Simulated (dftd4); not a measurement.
C6H15Al, singlet, geometry from GFN2-xTB (such geometries of metal compounds can be far from the true shape); D4 for wb97x (dftd4).

Input for dftd4:
```
$ dftd4 mol.xyz --func wb97x --charge 0 --json dftd4.json --noedisp --property

# file mol.xyz
22

Al     0.23254875    -0.09127216     0.17781867
C      1.60822037     0.29411525    -1.23879162
C      1.28366688     1.38923772    -2.26742086
H      1.87585448    -0.62020127    -1.79032132
H      2.53321401     0.57609625    -0.70786354
H      1.06813100     2.33432054    -1.77027088
H      0.41262384     1.11732709    -2.85999573
H      2.11890541     1.54863674    -2.95129636
C     -1.76368020    -0.03452995    -0.07842335
C     -2.25206622     0.36624641    -1.47916509
H     -2.21743853     0.64744823     0.65749449
H     -2.18599895    -1.02150165     0.16760771
H     -1.84026666    -0.30078311    -2.23581630
H     -1.93818296     1.38058695    -1.72020746
H     -3.34027682     0.32383459    -1.54743145
C      0.94484373    -0.58959003     1.99107131
C     -0.08642383    -1.31826703     2.86693314
H      1.30181723     0.29398901     2.54049732
H      1.83528786    -1.22749113     1.88612950
H     -0.38163133    -2.26093079     2.40736096
H     -0.98435636    -0.71320404     2.98806130
H      0.31181976    -1.53486371     3.85918757
```

What the program printed (banner, timings and long lists left out):

```
                    ____  _____ _____     ____  _  _
      -------------|  _ \|  ___|_   _|---|  _ \| || |------------
     |             | | | | |_    | | ___ | | | | || |_           |
     |             | |_| |  _|   | ||___|| |_| |__   _|          |
     |             |____/|_|     |_|     |____/   |_|            |
     |             ===================================           |
     |            E. Caldeweyher, S. Ehlert & S. Grimme          |
     |          Mulliken Center for Theoretical Chemistry        |
     |                    University of Bonn                     |
      -----------------------------------------------------------

Rational (Becke-Johnson) damping: wb97x-D4-ATM
---------------------
  s6         1.0000
  s8         0.5093
  s9         1.0000
  a1         0.0662
  a2         5.4487
 alp        16.0000
--------------------

Atomic data, radii in Ångström:
------------------------------------------------------
   Z          R(cov)      r4/r2   hardness         EN
------------------------------------------------------
  13 Al       1.5067     2.9910     0.2635     1.6100
   6 C        1.0000     1.6431     0.4220     2.5500
   1 H        0.4267     1.0622     0.4726     2.2000
------------------------------------------------------

Atomic reference systems (in atomic units):
----------------------------------------------------------------------------
   Z        #      CN     q+Z       C6(AA)   #      CN     q+Z       C6(AA)
----------------------------------------------------------------------------
  13 Al     1  0.0000 13.0000     552.5530   2  0.8657 13.0371     439.2396
            3  1.7326 13.0508     252.6789   4  2.6154 13.0529     148.1048
   6 C      1  0.0000  6.0000      49.3833   2  0.9189  5.8288      52.1688
            3  1.9079  5.8579      35.6972   4  2.8312  5.7775      35.8445
            5  3.7487  5.7435      28.6317   6  2.9183  5.8956      32.2504
            7  0.8556  6.2103      25.6194
   1 H      1  0.0000  1.0000       7.6362   2  0.8942  1.0000       3.0374
----------------------------------------------------------------------------

Atomic properties (in atomic units):
----------------------------------------------------------------------------
     #    Z              CN          q      C6(AA)        C8(AA)   alpha(0)
----------------------------------------------------------------------------
     1   13 Al       2.5439     0.2577    142.6431    13671.0536    23.3799
     2    6 C        3.6533    -0.2466     28.8121      833.2954     7.7923
     3    6 C        3.7573    -0.2584     28.8297      833.8043     7.7472
     4    1 H        0.9232     0.0835      1.9434       23.4924     2.1801
     5    1 H        0.9230     0.0824      1.9546       23.6284     2.1864
     6    1 H        0.9246     0.0844      1.9341       23.3801     2.1748
     7    1 H        0.9248     0.0857      1.9214       23.2268     2.1677
     8    1 H        0.9244     0.0834      1.9444       23.5050     2.1806
     9    6 C        3.6533    -0.2441     28.7476      831.4316     7.7836
    10    6 C        3.7601    -0.2583     28.8242      833.6465     7.7458
    11    1 H        0.9231     0.0838      1.9403       23.4555     2.1784
    12    1 H        0.9231     0.0838      1.9404       23.4559     2.1784
    13    1 H        0.9246     0.0852      1.9267       23.2906     2.1707
    14    1 H        0.9247     0.0853      1.9255       23.2765     2.1700
    15    1 H        0.9244     0.0833      1.9450       23.5124     2.1810
    16    6 C        3.6540    -0.2497     28.8857      835.4234     7.8017
    17    6 C        3.7681    -0.2596     28.8435      834.2043     7.7464
    18    1 H        0.9233     0.0836      1.9426       23.4826     2.1796
    19    1 H        0.9233     0.0831      1.9472       23.5381     2.1822
    20    1 H        0.9246     0.0836      1.9421       23.4768     2.1793
    21    1 H        0.9246     0.0841      1.9369       23.4139     2.1764
    22    1 H        0.9244     0.0838      1.9408       23.4609     2.1786
----------------------------------------------------------------------------

Molecular properties (in atomic units):
----------------------------------------
 molecular C6                4174.9088
 molecular C8              129124.2982
----------------------------------------

Dispersion energy:      -3.2814370201545E-02 Eh

[Info] JSON dump of results written to 'dftd4.json'
```
